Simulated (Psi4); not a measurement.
H₂BBr₂N (SMILES NB(Br)Br), singlet, at a GFN2-xTB geometry; R2SCAN/aug-cc-pVTZ run with Psi4 1.11.

Psi4 was given this input:
```
memory 2 GB

molecule mol {
0 1
B    -0.390224    0.347922   -0.340719
Br    1.341480   -0.042754   -0.996857
Br   -0.943243   -0.312313    1.344573
N    -1.254405    1.118422   -1.095266
H    -2.187291    1.360471   -0.801181
H    -1.019065    1.498302   -1.998402
}

set {
  basis aug-cc-pvtz
  reference rks
}

energy('r2scan')
print_variables()
```

Output, abridged:

```
   => Loading Basis Set <=

    Name: AUG-CC-PVTZ
    Role: ORBITAL
    Keyword: BASIS

         ---------------------------------------------------------
                                   SCF
               by Justin Turney, Rob Parrish, Andy Simmonett
                          and Daniel G. A. Smith
                              RKS Reference
         ---------------------------------------------------------

  ==> Geometry <==

    Molecular point group: c1
    Full point group: C1

    Geometry (in Angstrom), charge = 0, multiplicity = 1:

       Center              X                  Y                   Z               Mass
    ------------   -----------------  -----------------  -----------------  -----------------
         B           -0.424493034552     0.378476392865    -0.370640928555    11.009305360000
         BR           1.307210965448    -0.012199607135    -1.026778928555    78.918337600000
         BR          -0.977512034552    -0.281758607135     1.314651071445    78.918337600000
         N           -1.288674034552     1.148976392865    -1.125187928555    14.003074004430
         H           -2.221560034552     1.391025392865    -0.831102928555     1.007825032230
         H           -1.053334034552     1.528856392865    -2.028323928555     1.007825032230

  Running in c1 symmetry.

  Rotational constants: A =      0.18871  B =      0.03952  C =      0.03267 [cm^-1]
  Rotational constants: A =   5657.29180  B =   1184.69831  C =    979.56646 [MHz]
  Nuclear repulsion =  432.167527444168684

  Charge       = 0
  Multiplicity = 1
  Electrons    = 84
  Nalpha       = 42
  Nbeta        = 42

  ==> Algorithm <==

  SCF Algorithm Type is DF.
  DIIS enabled.
  MOM disabled.
  Fractional occupation disabled.
  Guess Type is SAD.
  Energy threshold   = 1.00e-06
  Density threshold  = 1.00e-06
  Integral threshold = 1.00e-12

  ==> Primary Basis <==

  Basis Set: AUG-CC-PVTZ
    Blend: AUG-CC-PVTZ
    Number of shells: 84
    Number of basis functions: 256
    Number of Cartesian functions: 298
    Spherical Harmonics?: true
    Max angular momentum: 3

  ==> DFT Potential <==

   => LibXC <=

    Version 7.1.2
    S. Lehtola, C. Steigemann, M. J. T. Oliveira, and M. A. L. Marques,  SoftwareX 7, 1–5 (2018) (10.1016/j.softx.2017.11.002)

   => Composite Functional: R2SCAN <=

    r2SCAN Meta-GGA XC Functional  (0.1021/acs.jpclett.0c02405)
    J. W. Furness, A. D. Kaplan, J. Ning, J. P. Perdew, J. Sun  J. Phys. Chem. Lett.  11, 8208–8215, 2020

    Deriv               =              1
    GGA                 =           TRUE
    Meta                =           TRUE

    Exchange Hybrid     =          FALSE
    MP2 Hybrid          =          FALSE

   => Exchange Functionals <=

    1.0000   XC_MGGA_X_R2SCAN

   => Correlation Functionals <=

    1.0000   XC_MGGA_C_R2SCAN

   => LibXC Density Thresholds  <==

    XC_MGGA_C_R2SCAN:  1.00E-15
    XC_MGGA_X_R2SCAN:  1.00E-11

   => Molecular Quadrature <=

    Radial Scheme          =       TREUTLER
    Pruning Scheme         =           NONE
    Nuclear Scheme         =       TREUTLER

    Blocking Scheme        =         OCTREE
    BS radius alpha        =              1
    Pruning alpha          =              1
    Radial Points          =             75
    Spherical Points       =            302
    Total Points           =         131138
    Total Blocks           =           1065
    Max Points             =            256
    Max Functions          =            256
    Weights Tolerance      =       1.00E-15

   => Loading Basis Set <=

    Name: (AUG-CC-PVTZ AUX)
    Role: JKFIT
    Keyword: DF_BASIS_SCF

  ==> Integral Setup <==

  SCF_SUBTYPE=INCORE selected. In-core MEM_DF algorithm will be used.
  Using in-core AOs.

Traceback (most recent call last):
  File "psi4", line 375, in <module>
  File "<string>", line 27, in <module>
  File "site-packages/psi4/driver/driver.py", line 533, in energy
  File "site-packages/psi4/driver/procrouting/proc.py", line 2760, in run_scf
  File "site-packages/psi4/driver/procrouting/proc.py", line 2047, in scf_helper
  File "site-packages/psi4/driver/procrouting/scf_proc/scf_iterator.py", line 82, in scf_compute_energy
  File "site-packages/psi4/driver/procrouting/scf_proc/scf_iterator.py", line 200, in scf_initialize
  File "site-packages/psi4/driver/procrouting/scf_proc/scf_iterator.py", line 128, in initialize_jk

RuntimeError:
The most recent 5 function calls were:

psi::PsiException::PsiException(std::__cxx11::basic_string<char, std::char_traits<char>, std::allocator<char> >, char const*, int)
psi::DFHelper::prepare_AO_core()
psi::DFHelper::initialize()

Printing out the relevant lines from the Psithon --> Python processed input file:
    H    -1.019065    1.498302   -1.998402
    ""","mol")
    core.IO.set_default_namespace("mol")
    core.set_global_option("BASIS", "aug-cc-pvtz")
    core.set_global_option("REFERENCE", "rks")
--> energy('r2scan')
    print_variables()

!----------------------------------------------------------------------------------!
!                                                                                  !
! Fatal Error: DFHelper: not enough memory for (p shell) AO blocking! required     !
! The most recent 5 function calls were:                                           !
! psi::PsiException::PsiException(std::__cxx11::basic_string<char,                 !
!     std::char_traits<char>, std::allocator<char> >, char const*, int)            !
! psi::DFHelper::prepare_AO_core()                                                 !
! psi::DFHelper::initialize()                                                      !
!                                                                                  !
!----------------------------------------------------------------------------------!
```

The program refused the input.
